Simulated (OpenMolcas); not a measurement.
# Ge2+: effect of the level shift or regulariser

```
Program             : OpenMolcas 26.06
Basis               : ANO-RCC [10s9p8d5f2g]
Scalar Hamiltonian  : DKH2, point nucleus
Active space        : 2 electrons in 8 orbitals (4s 4p 5s 5p)
State averaging     : 2S+1 = 3 even, 3 roots; 2S+1 = 1 even, 7 roots; 2S+1 = 3 odd, 3 roots; 2S+1 = 1 odd, 3 roots
Spin-orbit coupling : RASSI with atomic mean-field integrals over the reference wave functions, term energies averaged over their components
```

Methods on the same reference wave functions:
A. CASSCF
B. MS-CASPT2, IPEA 0.25 Eh, imaginary shift 0.1 Eh (closed shells correlated: 3d)
C. MS-CASPT2, IPEA 0.25 Eh, sigma2 regulariser 0.3 Eh (closed shells correlated: 3d)

Energies in cm⁻¹ above 4s² ¹S₀, the measured ground level; measured values from Sugar and Musgrove, J. Phys. Chem. Ref. Data 22, 1213 (1993).

```tsv
Level	A	B	C	Measured
4s² ¹S₀	0.0	0.0	0.0	0.0
4s 4p ³P°₀	58963	60950	60950	61734
4s 4p ³P°₁	59634	61610	61610	62500
4s 4p ³P°₂	61030	63010	63010	64144
4s 4p ¹P°₁	98878	91470	91470	91873
```

Deviations, from unrounded energies. A percentage is the sum of absolute deviations over the sum of measured energies, with the sign that they share, or ± where signs differ.

```
           Against measurement  Levels     A     B     C
mean absolute deviation (cm-1)       4  3900   800   800
      other configurations (%)       4  ±5.6  -1.1  -1.1
```

B, C lie about equally close to measurement and A furthest from it. The largest miss of B in the table is 4s 4p ³P°₂, by -1100 cm-1. The ranking rests on the paired levels alone, and a cruder setting can come out closer through cancelling errors.

Between B and C no level of the table moves by more than 5 cm-1.

The lowest spin-free term lies below A's lowest term by 0.459 hartree in B, 0.459 hartree in C.

Over all roots computed the reference weight is 0.89 to 0.96 in B, 0.91 to 0.96 in C; the roots of lowest weight are the least certain, and an intruder state may touch them. The run also gave levels led by 4s 5s, which use shells meant for correlation; these and all levels above them are left out. Computed and measured levels are paired by configuration, term and J; levels that our copy of the source lacks, or whose pairing is in doubt (as where it misses far off the trend of its configuration), stay unpaired and out of the deviations. Only configurations of the active space appear. Levels that lie high or do not pair safely by name in every column are left out.

° marks odd parity.
